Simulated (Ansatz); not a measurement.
Wavefunction ladder for H8Si4 (`[SiH2]1[SiH2][SiH2][SiH2]1`)

```csv
atom,x (Å),y (Å),z (Å)
Si1,1.0464,-0.2010,-1.2886
Si2,1.1088,-0.7321,1.0145
Si3,-1.0478,0.1980,1.2880
Si4,-1.1077,0.7344,-1.0140
H5,1.0902,-1.3845,-2.1919
H6,2.0881,0.7701,-1.7250
H7,2.1797,-0.0318,1.7770
H8,1.1914,-2.1903,1.3070
H9,-2.0875,-0.7775,1.7192
H10,-1.0971,1.3786,2.1949
H11,-2.1812,0.0421,-1.7801
H12,-1.1833,2.1941,-1.3009
```

The species carries charge 0 and has multiplicity 1. The geometry is a stationary point of PBE0-D4/def2-TZVP. Frozen core, restricted reference, Ansatz 0.2.0. CBS rows extrapolate triple and quadruple zeta; past MP2 they add the triple-zeta difference.

```json
{"basis": "def2-SVP", "HF (Eh)": "-1159.99868", "MP2 corr.": "-0.39416", "CCSD corr.": "-0.47213", "(T)": "?", "CCSD(T) total": "?"}
{"basis": "def2-TZVPP", "HF (Eh)": "-1160.40719", "MP2 corr.": "-0.49283", "CCSD corr.": "-0.57090", "(T)": "?", "CCSD(T) total": "?"}
{"basis": "def2-QZVPP", "HF (Eh)": "-1160.44207", "MP2 corr.": "-0.52944", "CCSD corr.": "–", "(T)": "–", "CCSD(T) total": "–"}
{"basis": "CBS(def2)", "HF (Eh)": "-1160.44687", "MP2 corr.": "?", "CCSD corr.": "?", "(T)": "as TZ", "CCSD(T) total": "?"}
```

Task: Fill in the withheld values. (An estimate is asked.)

Result: The calculation gave: def2-SVP (T): -0.01528; def2-SVP CCSD(T) total: -1160.48609; def2-TZVPP (T): -0.02367; def2-TZVPP CCSD(T) total: -1161.00176; CBS(def2) MP2 corr.: -0.55655; CBS(def2) CCSD corr.: -0.63462; CBS(def2) CCSD(T) total: -1161.10516.
